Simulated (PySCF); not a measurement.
# One molecule, a ladder of functionals, a line

Molecule: `FC(F)CC[SiH3]`, C₃H₈F₂Si.

Geometry (Å), atoms numbered from 1 in this order:
```xyz
14

F    -2.782   -0.611   -0.675
C    -1.651    0.079   -0.413
F    -1.034    0.314   -1.602
C    -0.749   -0.725    0.484
C     0.539   -0.010    0.880
Si    1.748    0.481   -0.500
H    -1.935    1.058    0.013
H    -0.536   -1.668   -0.046
H    -1.337   -0.990    1.379
H     1.109   -0.663    1.562
H     0.311    0.897    1.468
H     1.314    1.701   -1.240
H     1.933   -0.650   -1.460
H     3.067    0.777    0.144
```

GIAO shieldings (ppm, equivalent atoms averaged) in PySCF on the PBE0-D3(BJ)/def2-SVP geometry, basis pcSseg-1, gas phase, non-relativistic:

```csv
functional,exact exchange (%),σ(F1/F3),σ(C2),σ(Si6)
BLYP,0,284.6,47.5,390.2
BP86,0,287.9,53.4,399.1
PBE,0,285.8,53.7,400.8
PBE0,25,305.2,63.0,414.4
mPW1PW91,25,306.0,62.3,412.1
BHandHLYP,50,319.6,66.2,418.5
HF,100,345.7,83.8,448.3
```

Question: Fit each shielding as a line in the percentage of exact exchange.

Answer: σ(F1/F3) = 287.8 + 0.60 x (rms 2.3 ppm); σ(C2) = 52.4 + 0.32 x (rms 2.5 ppm); σ(Si6) = 397.6 + 0.50 x (rms 3.9 ppm). The functionals also differ in their semilocal parts, which the line can't hold; Hartree–Fock has no correlation at all.

Question: What does the line predict for B3LYP (20 %), and what does the run give?

Answer: σ(F1/F3): 299.8 predicted, 300.5 computed; σ(C2): 58.8 predicted, 55.4 computed; σ(Si6): 407.6 predicted, 401.6 computed ppm.
